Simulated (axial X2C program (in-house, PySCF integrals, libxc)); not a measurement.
MgTa: from the spin-free to the two-component result

All values were computed with an in-house all-electron X2C program for linear molecules (integrals from PySCF). Spin-free means the one-electron spin-free X2C Hamiltonian; two-component (2c) means X2C with spin–orbit coupling and atomic mean-field two-electron Coulomb and Gaunt terms, so the difference of the two also holds small scalar two-electron terms. Basis: Ta dyall-cv3z [13s14p9d7f4g], Mg dyall-cv3z [9s8p6d3f] (cores contracted in-house); Gaussian nuclei, density fitting, unrestricted open shells. Masses: Ta 180.948 u, Mg 23.985 u.

Spin-free state: M_S = 5/2, Λ = 2 (beyond evenly filled blocks: 2 × σα, π+α, π-α, δ+α); fragments Ta + Mg.

| level | Re (Å) | ωe (cm⁻¹) | μ (D) |
| --- | --- | --- | --- |
| PBE0 | 2.786 | 217.0 | -0.43 |
| HF | 3.063 | 129.6 | -1.22 |
| r2SCAN | 2.800 | 216.5 | -0.52 |

Dipoles are positive if Mg is the positive end.

Two-component determinant lowest at the distance of the search:

Ω = 1/2 (⟨Sz⟩ = 2.46, ⟨Lz⟩ = -1.96 at PBE0); fragments Ta + Mg.

```
 level  Re (Å)  ωe (cm⁻¹)  μ (D)
  PBE0   2.784      217.4  -0.43
    HF   3.056      131.6  -1.27
r2SCAN   2.797      217.1  -0.53
```

Task: From the two tables, how do the constants change at the PBE0 level (2c against spin-free)?

Result: At the PBE0 level Re falls by 0.002 Å and ωe increases by 0.4 cm⁻¹.

Occupations by symmetry block were frozen at the best pattern of an incomplete PBE0 search. De is not given where an atomic determinant may have missed its ground term or J level, or where the truncated virtual space spoils (T). Density functionals use the spin component along the axis (collinear). Other states lie close and PBE0, whose exact exchange favours high spin, may order them wrongly; the determinant shown need not be the ground state. The nearest other spin-free determinant of the search, M_S = 3/2, Λ = 2, lies 0.005 eV up at the distance of the search. The functionals have no current-density term, which raises determinants with orbital currents, atoms included. The spin of this state cannot come from the lowest atoms; the curve heads to a higher limit, and no De is given. With several unpaired electrons one determinant need not be a pure state. At some level and bond length an empty orbital lies below a filled one. Some points did not converge and are left out. The determinant is spin-polarised beyond a pure state at some levels (its spin-free form has ⟨S²⟩ too high), which makes Re and μ there less reliable.
